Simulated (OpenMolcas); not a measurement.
# Mn³⁺: effect of the active space

```json
{"Program": "OpenMolcas", "Method": "CASSCF or its RAS form", "Basis": "ANO-RCC-VTZP", "Scalar Hamiltonian": "DKH2, point nucleus", "Spin-orbit coupling": "state interaction with AMFI integrals over the reference wave functions, term energies averaged over their components"}
```

A. 4 electrons in 5 orbitals (3d); 2S+1 = 5 even, 5 roots; 2S+1 = 3 even, 45 roots; 2S+1 = 1 even, 50 roots; cost of the order of 40 core-seconds
B. 10 electrons in 8 orbitals (RAS1 3p, at most 2 holes; RAS2 3d); 2S+1 = 5 even, 5 roots; 2S+1 = 3 even, 45 roots; 2S+1 = 1 even, 44 roots; cost of the order of 40 core-seconds
C. 4 electrons in 9 orbitals (RAS2 3d 4s; RAS3 4p, at most 2 electrons); 2S+1 = 5 even, 15 roots; 2S+1 = 3 even, 90 roots kept (CI in the orbitals of an earlier block); 2S+1 = 1 even, 78 roots kept (CI in the orbitals of an earlier block); 2S+1 = 5 odd, 9 roots (0 in the spin-orbit step); 2S+1 = 3 odd, 5 roots kept (CI in the orbitals of an earlier block, 0 in the spin-orbit step); cost roughly 110 core-seconds
D. 4 electrons in 10 orbitals (3d 4d); 2S+1 = 5 even, 5 roots; 2S+1 = 3 even, 45 roots; 2S+1 = 1 even, 44 roots; cost about 50 core-seconds

Energies in cm⁻¹ above 3d⁴ ⁵D₀, the measured ground level; measured values from Corliss and Sugar, J. Phys. Chem. Ref. Data 6, 1253 (1977).

```tsv
Level	A	B	C	D	Measured
3d⁴ ⁵D₀	0.0	0.0	0.0	0.0	0.0
3d⁴ ⁵D₁	101	106	108	102	99.0
3d⁴ ⁵D₂	299	312	318	303	287
3d⁴ ⁵D₃	586	610	623	595	552
3d⁴ ⁵D₄	954	989	1013	969	886
3d⁴ ³H₄	23651	25430	24654	22821	21281
3d⁴ ³H₅	23859	25664	24883	23047	21475
3d⁴ ³H₆	24094	25916	25138	23301	21679
3d⁴ ³P₀(1)	25487	21994	26124	24497	20654
3d⁴ ³P₁(1)	26081	22619	26771	25097	21279
3d⁴ ³P₂(1)	27151	23728	27932	26174	22325
3d⁴ ³F₂(1)	27211	25750	28132	26265	22791
3d⁴ ³F₃(1)	27280	25868	28211	26344	22862
3d⁴ ³F₄(1)	27393	26022	28335	26474	22959
3d⁴ ³G₃	29815	30216	31021	28783	25440
3d⁴ ³G₄	30067	30481	31295	29053	25671
3d⁴ ³G₅	30280	30740	31528	29285	25878
3d⁴ ¹I₆	35551	38264	37140	34503	
3d⁴ ¹G₄(1)	37492	36067	38852	36261	
3d⁴ ³D₃	38495	37054	39989	37386	31385
3d⁴ ³D₂	38577	37125	40077	37459	31474
3d⁴ ³D₁	38667	37225	40177	37540	31581
3d⁴ ¹F₃	53704	52247	55989	52222	
3d⁴ ³F₄(2)	63379	60342	65837	60952	53212
```

Deviations, from unrounded energies. A percentage is the sum of absolute deviations over the sum of measured energies, with the sign that they share, or ± where signs differ.

```json
{"Against measurement": "mean absolute deviation (cm-1)", "Levels": "20", "A": "4000", "B": "3200", "C": "4900", "D": "3100"}
{"Against measurement": "fine structure of the ground term (%)", "Levels": "4", "A": "+6.3", "B": "+10.6", "C": "+13.1", "D": "+8.0"}
{"Against measurement": "other terms of the ground configuration (%)", "Levels": "16", "A": "+18.9", "B": "+15.2", "C": "+23.3", "D": "+14.8"}
```

B, D lie about equally close to measurement and C furthest from it. The largest miss of D in the table is 3d⁴ ³F₄(2), by +7700 cm-1. The ranking rests on the paired levels alone, and a cruder setting can come out closer through cancelling errors.

The spin-orbit steps hold different terms of 3d⁴ (B lacks a ¹D, a ¹S; D lacks a ¹D, a ¹S), which shifts levels as well.

Among A to D the level of the table that moves most is 3d⁴ ³F₄(2), by 5500 cm-1 (lowest in B, highest in C).

Without dynamic correlation excited terms often stand tens of per cent too high (terms of higher spin than the ground term too low), and those without a measured partner can miss by more than the paired ones. Active for correlation alone: 3p; no level in the range computed is led by a configuration that opens it, so any true level of that kind is missing (holds for B). Some high roots are left out of the spin-orbit mixing, which shifts the levels that they would mix with (holds for C). Terms from blocks run as CI alone lack orbitals of their own (holds for C). Active for correlation alone: 4d; no level in the range computed is led by a configuration that fills it, so any true level of that kind is missing (holds for D). Computed and measured levels are paired by configuration, term and J; levels that our copy of the source lacks, or whose pairing is in doubt (as where it misses far off the trend of its configuration), stay unpaired and out of the deviations. Only configurations of the active space appear. The table leaves out levels that lie high or whose names do not pair safely across all columns.

A number in round brackets counts repeated terms of one configuration in the order of the reference energies.
